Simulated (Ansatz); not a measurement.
CuHSiSn: where a starting geometry ends

The starting geometry of this gas-phase singlet was optimised with GFN2-xTB.

```xyz
4

Cu   -2.8854   -3.5331    0.1499
Si   -1.1339   -2.5893   -0.8957
Sn    1.2799   -2.5505   -1.0341
H    -1.5715   -1.5885   -1.9100
```

Q: Where would you expect an optimisation with BLYP-D3(BJ)/def2-SVP to take it?

A: A new bond forms, giving a structure given below by its coordinates. Contacts that close: Cu1–Sn3 (4.44 → 2.62 Å).

The energy falls by 0.59 eV over 12 steps:

| step | E − E(last) (eV) |
| --- | --- |
| 1 | 0.591 |
| 2 | 0.551 |
| 3 | 0.533 |
| 5 | 0.461 |
| 6 | 0.362 |
| 7 | 0.203 |
| 8 | 0.124 |
| 10 | 0.000 |
| 11 | 0.000 |
| 12 | 0.000 |

Final geometry (Å):

| atom | x (Å) | y (Å) | z (Å) |
| --- | --- | --- | --- |
| Cu | -1.7769 | -3.6089 | 0.1828 |
| Si | -1.1173 | -2.0989 | -1.4021 |
| Sn | 0.7682 | -3.2274 | -0.3149 |
| H | -2.1848 | -1.3262 | -2.1556 |

The end wasn't checked by frequencies. Atoms past krypton carry core potentials, without spin–orbit terms. Run with Ansatz 0.2.0, 28 s on 1 thread of Arm Neoverse V1, on a shared host.
